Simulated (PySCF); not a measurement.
BHCl2, SMILES ClBCl.

Geometry optimised at PBE0-D3(BJ)/def2-TZVP.

Level of theory: PySCF with CAM-B3LYP/def2-TZVPD.

Isolated molecule, no solvent.

The total energy is -945.96845 hartree and the point group is C2v. The highest occupied level is -10.69 eV and the lowest empty level is -0.67 eV. The orbital gap is 10.02 eV, the dipole moment comes out as 0.53 D and the quadrupole, principal values (traceless, Buckingham form, about the centre of nuclear charge) comes out as -1.28, 0.17, 1.11 D·Å. The mean static polarisability comes out as 42.8 bohr³ (6.34 Å³). The polarisability, principal values is 33.2, 39.9, 55.2 bohr³.
